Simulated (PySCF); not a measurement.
# Two-component Hartree-Fock for Gd⁴⁶⁺ (gadolinium, charge +46)

Start: [Ar]. Calculated with PySCF 2.14 in an uncontracted even-tempered set (18 s from 11 bohr⁻², ratio 2.4; 14 p from 15 bohr⁻², ratio 2.4; 4 d from 56 bohr⁻², ratio 2.6; 4 f from 83 bohr⁻², ratio 2.6): generalised Hartree-Fock with the X2C-1e Hamiltonian and a Gaussian nucleus; one run each with spin-orbit coupling (SO) switched off, then screened by Boettger's factors.

| spinor shell | electrons | ε, spin-free (eV) | ε, screened SO (eV) | weight of nominal j (screened SO) | rms radius, screened SO (bohr) |
| --- | --- | --- | --- | --- | --- |
| 1s1/2 | 2 | -53425.7 | -53416.9 | 1.000 | 0.0249 |
| 2s1/2 | 2 | -11294.2 | -11291.7 | 1.000 | 0.0997 |
| 2p1/2 | 2 | -10373.3 | -10872.7 | 1.000 | 0.0852 |
| 2p3/2 | 4 | -10373.3 | -10159.8 | 1.000 | 0.0913 |
| 3s1/2 | 2 | -4332.4 | -4331.6 | 1.000 | 0.242 |
| 3p1/2 | 2 | -4036.3 | -4160.0 | 1.000 | 0.231 |

Question: Where does 3p3/2 lie, and what is the 3p spin-orbit splitting (screened SO)?

Answer: At -3982.8 eV, 177.15 eV above 3p1/2.

| quantity | spin-free | screened SO |
| --- | --- | --- |
| E (hartree) | -9350.63139 | -9357.79794 |
| M_J | 0 | 0 |
| ⟨J²⟩ | 0.000 | 0.000 |
| ⟨L²⟩ | 0.000 | 0.029 |
| ⟨S²⟩ | 0.000 | 0.029 |

Breit and QED terms are absent; they matter most for the inner s and p1/2 levels.

Densities and radii are taken from the X2C orbitals without a picture-change correction, which distorts them close to the nucleus.

Without spin-orbit coupling the j labels of p, d and f shells carry no meaning; the spin-free column gives the mean over the occupied spinors of each nl shell.
